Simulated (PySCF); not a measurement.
C$_{2}$H$_{5}$Al (SMILES C=[CH][AlH2]), singlet, geometry from GFN2-xTB (such geometries of metal compounds can be far from the true shape).

Here is a job for PySCF.
```python
from pyscf import gto, scf, ci

mol = gto.M(
    atom='''
Al   -0.11196520    0.15792507    1.14166997
H    -0.92818065    1.47755177    1.15021342
H     0.23628884   -0.43340351    2.53472599
C     0.37424527   -0.59251189   -0.62383594
C    -0.07763468    0.15859855   -1.63277981
H     0.93445983   -1.49322215   -0.87777626
H     0.07409632   -0.06552042   -2.68094224
H    -0.64078027    1.06504852   -1.42823607
''',
    basis='cc-pvdz',
    verbose=4,
    max_memory=1800,
)

mf = scf.RHF(mol)
mf.kernel()

myci = ci.CISD(mf, frozen=7)
myci.kernel()
print('E(CISD) = %.10f' % myci.e_tot)
```

What does this run give for the nuclear repulsion energy, SCF-reference Mulliken (on the basis functions themselves) charges in atom order, number of basis functions?


```
Item                                                                                                                                                   Value
--------------------------------------------------------------------------------  --------------------------------------------------------------------------
nuclear repulsion energy                                                                                                                          84.3565 Eh
SCF-reference Mulliken (on the basis functions themselves) charges in atom order  Al1 0.59, H2 -0.19, H3 -0.19, C4 -0.35, C5 0.01, H6 0.03, H7 0.04, H8 0.05
number of basis functions                                                                                                                                 71
```
